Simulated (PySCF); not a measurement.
Electrostatic solvation of a mixed set.

All values: CAM-B3LYP/def2-SVPD (PySCF, non-relativistic), each on one gas-phase PBE0-D3(BJ)/def2-SVP geometry that isn't relaxed in the solvent. The solvent is an IEF-PCM continuum (Bondi radii, 1.10 Å for H, scaled by 1.2). Specific hydrogen bonds and non-electrostatic terms are outside this model. Spin–orbit coupling is left out although an atom past zinc is present.

**Question.** Order them by E(solvent) − E(gas) in acetone (ε = 20.49), most negative first (kcal/mol).
A. `FC1(F)CC12CCC2`
B. `[CH2:1]=[C:2]1[CH2:3][C@@H:4]1/[CH:5]=[N:6]/[CH3:7]` with C3–C4–C5–N6 148°
C. `[O:1]=[CH:2][CH:3]1[CH2:4][CH2:5][AsH:6][CH2:7][CH2:8]1` with O1–C2–C3–C4 -3°, C2–C3–C4–C5 173°, C3–C4–C5–As6 64°, C4–C5–As6–C7 -57°, C5–As6–C7–C8 57°

**Answer.** C (-5.8), B (-4.5), A (-2.8).

```json
{"SMILES": "O=CC1CC[AsH]CC1", "charge": "0", "ΔE (kcal/mol)": "-5.8", "polarisation term (kcal/mol)": "-7.2", "HOMO shift (eV)": "+0.16", "dipole gas (D)": "2.84", "dipole solvent (D)": "3.93", "atoms": "19", "lowest singlet, gas (eV)": "4.32", "lowest singlet, solvent (eV)": "4.43"}
{"SMILES": "C=C1C[C@@H]1/C=N/C", "charge": "0", "ΔE (kcal/mol)": "-4.5", "polarisation term (kcal/mol)": "-5.4", "HOMO shift (eV)": "-0.15", "dipole gas (D)": "1.55", "dipole solvent (D)": "2.30", "atoms": "16", "lowest singlet, gas (eV)": "5.23", "lowest singlet, solvent (eV)": "5.37"}
{"SMILES": "FC1(F)CC12CCC2", "charge": "0", "ΔE (kcal/mol)": "-2.8", "polarisation term (kcal/mol)": "-3.2", "HOMO shift (eV)": "+0.10", "dipole gas (D)": "2.45", "dipole solvent (D)": "3.05", "atoms": "16", "lowest singlet, gas (eV)": "7.84", "lowest singlet, solvent (eV)": "7.78"}
```

The polarisation term is half the interaction of the solute with the induced surface charges. Singlets are vertical TDDFT energies (frozen core, non-equilibrium response), the lowest in each medium.
